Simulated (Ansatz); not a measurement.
Coupled-cluster run, C3H6Al, SMILES `C=[CH][Al][CH3]` radical.

```yaml
crystal:
  periodic: [false, false, false]
  atoms:
    - {symbol: C, position_ang: [-1.105179, -0.956141, -0.900967]}
    - {symbol: C, position_ang: [0.203508, -1.108383, -1.119985]}
    - {symbol: Al, position_ang: [1.485691, -0.034382, -0.093718]}
    - {symbol: C, position_ang: [0.716773, 1.229274, 1.207920]}
    - {symbol: H, position_ang: [-1.488345, -0.249890, -0.166695]}
    - {symbol: H, position_ang: [-1.865514, -1.523075, -1.437525]}
    - {symbol: H, position_ang: [0.497891, -1.838212, -1.873556]}
    - {symbol: H, position_ang: [1.472457, 1.794077, 1.756219]}
    - {symbol: H, position_ang: [0.064890, 1.945205, 0.694632]}
    - {symbol: H, position_ang: [0.100929, 0.690424, 1.936777]}
basis:
  gaussian: {orbitals: def2-SVP}
magnetization: {spin_polarized: true, initial_magnetization: 1}
correlation: {method: ccsd_t}
scf: {omitted_lower_state_checks: [cluster_reference]}
```

```sh
$ ansatz run in.yaml --threads 4 --pin off --events-out ev --progress --plain --max-ram 10444MiB
```

The program prints (abridged):

```
Functional definition: HF
908 factors; integrals over basis functions are off by at most 1.3e-3 eV
mean field evaluation 1: about -9760.0124 eV, gradient 2.2e1 eV
mean field evaluation 2: about -9760.0187 eV, gradient 2.2e1 eV
mean field evaluation 4: about -9763.3444 eV, gradient 2.4e0 eV
mean field evaluation 8: about -9763.4346 eV, gradient 1.7e-1 eV
mean field evaluation 16: about -9763.4388 eV, gradient 9.9e-2 eV
mean field evaluation 32: about -9763.4328 eV, gradient 1.2e-1 eV
mean field -9763.43985557 eV, -358.7997967949 hartree, gradient 6.2e-6 eV, S^2 0.792342; 3 other end points of the search recorded, 0 dependent functions left out
8 core orbitals not correlated: weight in the atoms' cores, before any rotation towards them, 1.000 or more for the frozen orbitals, at most 0.000 for the correlated occupied ones
reference -9763.43985557 eV, -358.7997967949 hartree; 11, 10 occupied and 71, 72 virtual orbitals, 908 factors
second order -12.34149132 eV of doubles, -0.00000000 eV of singles
cycle   1  -13.17057740 eV  change   -8.3e-1 eV  update   8.6e-2
cycle   2  -13.59495317 eV  change   -4.2e-1 eV  update   3.4e-2
cycle   3  -13.67873101 eV  change   -8.4e-2 eV  update   1.8e-2
cycle   4  -13.68180540 eV  change   -3.1e-3 eV  update   9.4e-3
cycle   5  -13.68293730 eV  change   -1.1e-3 eV  update   4.2e-3
cycle   6  -13.68384297 eV  change   -9.1e-4 eV  update   1.7e-3
cycle   7  -13.68441088 eV  change   -5.7e-4 eV  update   5.4e-4
cycle   8  -13.68437463 eV  change    3.6e-5 eV  update   2.0e-4
cycle   9  -13.68432686 eV  change    4.8e-5 eV  update   8.7e-5
cycle  10  -13.68435265 eV  change   -2.6e-5 eV  update   3.4e-5
cycle  11  -13.68435825 eV  change   -5.6e-6 eV  update   1.3e-5
perturbative correction -0.46776345 eV, -0.0171899899 hartree
Total energy: -9777.59197728 eV, -359.3198776750 hartree
Checks for a lower state left out: cluster_reference
```

Run time 3.3 s (4 threads of an Intel Xeon 6975P-C on a shared host); peak host memory 0.61 GiB.

MP2 recovers 87.2 % of the CCSD(T) correlation energy and the triples give 3.3 %; T1 = 0.0198.
